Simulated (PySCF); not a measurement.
Electron correlation in Nb²⁺ (niobium, charge +2)

[Kr] 4d3, high-spin 4F determinant. Computed with PySCF 2.14 in x2c-TZVPPall with one added diffuse shell each of s, p, d, f type (9s7p7d3f1g, 95 functions), with scalar relativity by spin-free X2C-1e. Frozen: [Kr]; 3 electrons correlated.

| level | correlation energy (mhartree) |
| --- | --- |
| CCSD | -18.21 |
| (T) | -0.09 |
| CCSD(T) | -18.30 |

Diagnostics: T1 = 0.0013, D1 = 0.0018, largest double amplitude 0.020.

Cost of the coupled-cluster step: about 9 core-seconds, for 3 correlated electrons.
